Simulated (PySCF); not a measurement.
## Te (tellurium, neutral) across methods

[Kr] 4d10 5s1 5p5, high-spin 3P determinant (an excited configuration). All numbers are calculated (PySCF 2.14, scalar relativity by spin-free X2C-1e, in aug-cc-pwCVTZ-DK3 with one added diffuse shell each of s, p, d, f type (11s10p8d5f1g, 125 functions)).

```json
{"method": "r2SCAN", "E (hartree)": "-6793.16", "mean ε 5s α (eV)": "-17.339", "mean ε 5p α (eV)": "-7.514", "mean ε 5p β (eV)": "-5.903", "Σ⟨r²⟩ (bohr²)": "63.44", "⟨S²⟩": "2.016"}
{"method": "CAM-B3LYP", "E (hartree)": "-6793.51", "mean ε 5s α (eV)": "-20.214", "mean ε 5p α (eV)": "-9.465", "mean ε 5p β (eV)": "-7.746", "Σ⟨r²⟩ (bohr²)": "63.70", "⟨S²⟩": "2.007"}
{"method": "PBEsol", "E (hartree)": "-6789.72", "mean ε 5s α (eV)": "-16.523", "mean ε 5p α (eV)": "-7.071", "mean ε 5p β (eV)": "-5.828", "Σ⟨r²⟩ (bohr²)": "63.38", "⟨S²⟩": "2.006"}
{"method": "PBE0", "E (hartree)": "-6792.80", "mean ε 5s α (eV)": "-18.558", "mean ε 5p α (eV)": "-8.290", "mean ε 5p β (eV)": "-6.573", "Σ⟨r²⟩ (bohr²)": "63.52", "⟨S²⟩": "2.010"}
{"method": "PBE", "E (hartree)": "-6792.73", "mean ε 5s α (eV)": "-16.480", "mean ε 5p α (eV)": "-7.063", "mean ε 5p β (eV)": "-5.834", "Σ⟨r²⟩ (bohr²)": "63.57", "⟨S²⟩": "2.006"}
{"method": "LDA", "E (hartree)": "-6786.80", "mean ε 5s α (eV)": "-16.662", "mean ε 5p α (eV)": "-7.149", "mean ε 5p β (eV)": "-6.006", "Σ⟨r²⟩ (bohr²)": "63.37", "⟨S²⟩": "2.004"}
{"method": "UHF", "E (hartree)": "-6790.26130", "mean ε 5s α (eV)": "-24.134", "mean ε 5p α (eV)": "-11.381", "mean ε 5p β (eV)": "-7.655", "Σ⟨r²⟩ (bohr²)": "65.32", "⟨S²⟩": "2.045"}
```

Task: Estimate the same row for wB97M-V.

Result: E (hartree) = -6792.66; mean ε 5s α (eV) = -21.230; mean ε 5p α (eV) = -10.346; mean ε 5p β (eV) = -8.479; Σ⟨r²⟩ (bohr²) = 63.89; ⟨S²⟩ = 2.008.
